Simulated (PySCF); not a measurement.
# Two-component Hartree-Fock for Ge⁵⁺ (germanium, charge +5)

Start: [Ar] 3d9; 3d3/2 filled at m_j = -3/2, -1/2, +1/2, +3/2; 3d5/2 filled at m_j = -3/2, -1/2, +1/2, +3/2, +5/2. Calculated with PySCF 2.14 in an uncontracted even-tempered set (18 s from 0.2 bohr⁻², ratio 2.8; 13 p from 0.26 bohr⁻², ratio 2.8; 9 d from 0.26 bohr⁻², ratio 2.8; 4 f from 2.5 bohr⁻², ratio 3): generalised Hartree-Fock with the X2C-1e Hamiltonian and a Gaussian nucleus; spin-orbit coupling (SO) screened by Boettger's factors.

| spinor shell | electrons | ε, screened SO (eV) | weight of nominal j (screened SO) | rms radius, screened SO (bohr) |
| --- | --- | --- | --- | --- |
| 1s1/2 | 2 | -11259.3 | 1.000 | 0.0542 |
| 2s1/2 | 2 | -1533.4 | 1.000 | 0.227 |
| 2p1/2 | 2 | -1367.9 | 1.000 | 0.201 |
| 2p3/2 | 4 | -1334.7 | 1.000 | 0.204 |
| 3s1/2 | 2 | -277.35 | 1.000 | 0.662 |
| 3p1/2 | 2 | -221.83 | 0.962 | 0.682 |
| 3p3/2 | 4 | -215.07 | 0.981 | 0.692 |
| 3d3/2 | 4 | -120.84 | 0.859 | 0.751 |
| 3d5/2 | 5 | -119.19 | 0.888 | 0.757 |

```tsv
quantity	screened SO
E (hartree)	-2090.14028
M_J	5/2
⟨J²⟩	8.752
⟨L²⟩	6.004
⟨S²⟩	0.752
```

Each row is a mean over spinors that exchange with the open shell spreads, by up to 9.164 eV (3p3/2).

Rows whose weight is well below 1 are mixtures of j = l ± 1/2: exchange outweighs spin-orbit coupling there, and the label is only the starting occupation.
